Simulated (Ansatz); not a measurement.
Basis sets compared for InH2(CN) (CH₂InN). Total charge 0; singlet. Geometry PBE-D4/def2-TZVP. Ansatz on 4 threads of Arm Neoverse V2 on a shared host; times are rough, and most runs start from earlier orbitals.

```
atom    x (Å)    y (Å)    z (Å)
 In1   0.2930  -0.7080  -0.2732
  H2  -0.7560  -2.0408  -0.0208
  H3   1.8467  -0.5935  -0.9896
  C4  -0.4825   1.1639   0.4425
  N5  -0.9013   2.1784   0.8410
```

In the def2 sets In takes a core potential; there is no spin–orbit coupling.

Binding counts from free atoms (In doublet, H doublet, C triplet, N quartet) in the same basis, without a counterpoise term.

```json
{"level": "PBE-D4/def2-SVP", "functions": "64", "energy (Eh)": "-283.9565", "HOMO (eV)": "-7.63", "LUMO (eV)": "-3.29", "binding per atom (eV)": "3.43", "wall time": "0.35 s"}
{"level": "PBE0-D4/def2-SVP", "functions": "64", "energy (Eh)": "-283.9571", "HOMO (eV)": "-8.91", "LUMO (eV)": "-2.56", "binding per atom (eV)": "3.31", "wall time": "0.5 s"}
```

Estimate the rows for PBE-D4/def2-TZVP, PBE0-D4/def2-TZVP.


| level | functions | energy (Eh) | HOMO (eV) | LUMO (eV) | binding per atom (eV) | wall time |
| --- | --- | --- | --- | --- | --- | --- |
| PBE-D4/def2-TZVP | 124 | -284.0760 | -7.75 | -3.38 | 3.44 | 0.55 s |
| PBE0-D4/def2-TZVP | 124 | -284.0745 | -8.99 | -2.63 | 3.32 | 1 s |
